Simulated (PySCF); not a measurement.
**Deuteron quadrupole couplings in `FC[C@@H](F)C1=CC=CC[SiH+]1`**

Species: C₇H₉F₂Si (charge +1).
Numbering: `[F:1][CH2:2][C@@H:3]([F:4])[C:5]1=[CH:6][CH:7]=[CH:8][CH2:9][SiH+:10]1` (hydrogens: H11, H12 on C2; H13 on C3; H14 on C6; H15 on C7; H16 on C8; H17, H18 on C9; H19 on Si10)

Structure used (GFN2-xTB), in Å, numbered top down from 1:
```
atom  x, y, z in Å
F1    -1.9114    1.3965    1.0342
C2    -2.6577    0.4163    0.4019
C3    -1.8630   -0.0799   -0.8088
F4    -1.9444    0.8854   -1.7961
C5    -0.4085   -0.2154   -0.4458
C6     0.2287   -1.4049   -0.3218
C7     1.6004   -1.5824    0.0660
C8     2.4681   -0.6140    0.3992
C9     2.2174    0.8624    0.4222
Si10   0.4796    1.3785   -0.1187
H11   -3.6005    0.8741    0.0937
H12   -2.8233   -0.3819    1.1272
H13   -2.3067   -0.9946   -1.2139
H14   -0.3254   -2.3143   -0.5191
H15    1.9433   -2.6064    0.0996
H16    3.4692   -0.8982    0.6928
H17    2.9778    1.3386   -0.2077
H18    2.4492    1.2239    1.4311
H19   -0.0027    2.7255   -0.3433
```

Level: PBE0/pcSseg-1 (PySCF, non-relativistic); Q(2H) = 0.00286 b; rigid geometry, the same for H and D, with no vibrational averaging.

Question: Rank these positions by the coupling χzz of a deuteron there, largest first.
A. H19 (Si–H hydrogen)
B. H14 (vinylic hydrogen)
C. H11 (methylene hydrogen)
D. H15 (vinylic hydrogen)
E. H17 (methylene hydrogen)

Answer: D (212 kHz), B (207 kHz), E (200 kHz), C (191 kHz), A (110 kHz).

Q: Give the electric field gradient Vzz (the principal value of largest size), its asymmetry and the 2H coupling at each hydrogen.

A: 
| atom | bonded to | bond length (Å) | Vzz (au) | η | χzz (kHz) |
| --- | --- | --- | --- | --- | --- |
| H11 | C2 | 1.092 | 0.2848 | 0.09 | 191 |
| H12 | C2 | 1.091 | 0.2875 | 0.08 | 193 |
| H13 | C3 | 1.094 | 0.2821 | 0.05 | 190 |
| H14 | C6 | 1.083 | 0.3078 | 0.04 | 207 |
| H15 | C7 | 1.080 | 0.3157 | 0.09 | 212 |
| H16 | C8 | 1.081 | 0.3137 | 0.06 | 211 |
| H17 | C9 | 1.096 | 0.2972 | 0.04 | 200 |
| H18 | C9 | 1.096 | 0.2970 | 0.04 | 200 |
| H19 | Si10 | 1.448 | 0.1634 | 0.02 | 110 |

Q: Average by the element that carries the hydrogen.

A: on C: 200 kHz over 8 positions, mean bond length 1.089 Å; on Si: 110 kHz over 1 position, mean bond length 1.448 Å.

Q: How does χzz go with the bond length over the 8 C–H bonds?

A: A straight-line fit has a slope of -10.5 kHz for each 0.01 Å, with a correlation coefficient of -0.81, over lengths from 1.080 to 1.096 Å. The longer bonds have the smaller couplings here.

Q: Give the 2H NMR doublet splittings at H19 for a magnetic field along the z, y and x axes of the gradient: 3χ/2, 3χ(1 + η)/4, 3χ(1 − η)/4.

A: With |χ| = 109.8 kHz and η = 0.020: 165, 84 and 81 kHz, to first order and without motion.

One conformer (not necessarily the lowest) at the GFN2-xTB geometry, without solvent, vibrations or thermal averaging. GFN2-xTB bond lengths can be off by several hundredths of an ångström, more for odd bonds, and the gradients follow them. The basis is small and wasn't made for field gradients, so the couplings can be 20 % off.

The run behind these numbers computed NMR shieldings as well. On an Arm Neoverse V1 with one thread (shared host), this took 61 s of wall time (with the writing of density and orbital grids) and 1.1 GiB of memory at its peak.
